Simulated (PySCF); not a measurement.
Ti: excitation energy

Ti [Ar] 3d2 4s2 (3F) → Ti [Ar] 3d1 4s2 4p1 (high-spin determinant), as a difference of total energies. All numbers are calculated (PySCF 2.14, the non-relativistic Hamiltonian (point nucleus), in def2-TZVPPD (6s6p4d2f1g, 67 functions)). Correlated levels: valence and next inner shell: [Ne] frozen. The calculations carry no spin-orbit coupling.

```tsv
method	excitation energy (eV)
UHF	4.735
MP2 (valence and next inner shell)	4.702
SCS-MP2 (valence and next inner shell)	4.644
CCSD (valence and next inner shell)	4.388
CCSD(T) (valence and next inner shell)	3.839
```

Question: How much does correlation contribute at CCSD(T) (valence and next inner shell)?

Answer: 3.839 − (4.735) = -0.896 eV, measured against UHF.

A first-order spin-orbit estimate (lowest level to lowest level, LS coupling) adds -0.005 eV.

The coupled-cluster amplitudes are large for the upper state (T1 above 0.03 or a double amplitude above 0.15), so a single reference is strained.

The determinant of the upper state mixes LS terms, which raises its energy above the lowest term, most at the Hartree-Fock and MP2 levels.
